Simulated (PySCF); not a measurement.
Worked example: dipole moment from atomic charges

Te(OMe)(SeH) (CH4OSeTe), SMILES [SeH][Te]OC. Atoms are numbered in the order given.

```xyz
8

Te     0.4974    -0.0606     0.7555
O      1.6684    -0.8296    -0.6700
C      1.2100    -1.9774    -1.3310
H      0.3003    -1.7801    -1.9294
H      2.0081    -2.2905    -2.0237
H      0.9955    -2.8163    -0.6422
Se    -1.3977     0.8498    -0.6112
H     -2.2514    -0.3533    -0.5629
```

Geometry: PBE0-D3(BJ)/def2-SVP. This is a generated structure with no PubChem entry under its InChIKey; it may be hypothetical. The def2 effective core potentials stand for the cores of Te; spin–orbit coupling is left out. The values are those of a single conformer.

Charges (e) from PBE/def2-TZVP (PySCF):

```csv
atom,Mulliken,ESP fit
Te1,0.282,0.122
O2,-0.368,-0.219
C3,-0.191,-0.150
H4,0.114,0.055
H5,0.129,0.121
H6,0.111,0.079
Se7,-0.208,-0.114
H8,0.132,0.107
```

The dipole moment of the full density is 1.59 D.

### Question
What dipole moment does each set of point charges give, and which comes closer to that of the density?

### Answer

μ = Σ q r, and 1 e Å = 4.8032 D.
Mulliken: Σ q r = (-0.307, -0.369, 0.214) e Å, |μ| = 2.52 D.
ESP fit: Σ q r = (-0.230, -0.261, 0.046) e Å, |μ| = 1.69 D.
ESP fit comes closer in size. Point charges leave out the atoms' own dipoles (lone pairs, polarised bonds); fits to the potential absorb them, partitions of the density don't.
